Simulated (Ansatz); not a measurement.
Ideal-gas functions of `[SiH3][TeH]` at 600 K and 1 bar, from an Ansatz frequency run at PBE0-D4/def2-TZVP.

Molar mass 159.72 g/mol, point group Cs (symmetry number 1), electronic degeneracy 1, moments of inertia 8.668, 165.479, 168.24 u Å². Harmonic wavenumbers (cm⁻¹, unscaled): 147, 339, 436, 554, 656, 884, 927, 950, 2152, 2228, 2240, 2247.

Use S(trans) = R[1.5 ln M + 2.5 ln T − 1.1517]; rotational temperatures θ = 24.2544 K / I; S(rot) = R[ln(√π/σ · √(T³/θAθBθC)) + 1.5]; for each mode x = 1.438777 ν̃/T, S = R[x/(eˣ − 1) − ln(1 − e⁻ˣ)] and H = RT x/(eˣ − 1); 1 cm⁻¹ = 0.0119627 kJ/mol; R = 8.31446 J/(mol·K).

Task: By hand: the entropy, in J/(mol·K).

Result: Translation 186.7. Rotation: θ = 2.7982, 0.1466, 0.1442 K, giving 108.8. Vibration, mode by mode: 17.03, 10.26, 8.31, 6.54, 5.36, 3.47, 3.20, 3.06, 0.30, 0.25, 0.25, 0.24, in all 58.3. Electronic 0.0. Sum 353.8 J/(mol·K).

Task: By hand: H − E and G − E in kJ/mol, counted from the electronic energy.

Result: Zero-point energy ½ × 13760 × 0.0119627 = 82.3; thermal vibration 19.3; translation, rotation and pV give 4 RT = 20.0. H − E = 121.6 kJ/mol, and G − E = 121.6 − 600 × 353.8/1000 = -90.7 kJ/mol.

Vibration gives 16 % of the entropy, 17.0 J/(mol·K) of it from the mode under 150 cm⁻¹: soft modes count most, and the harmonic formula is weakest for them.
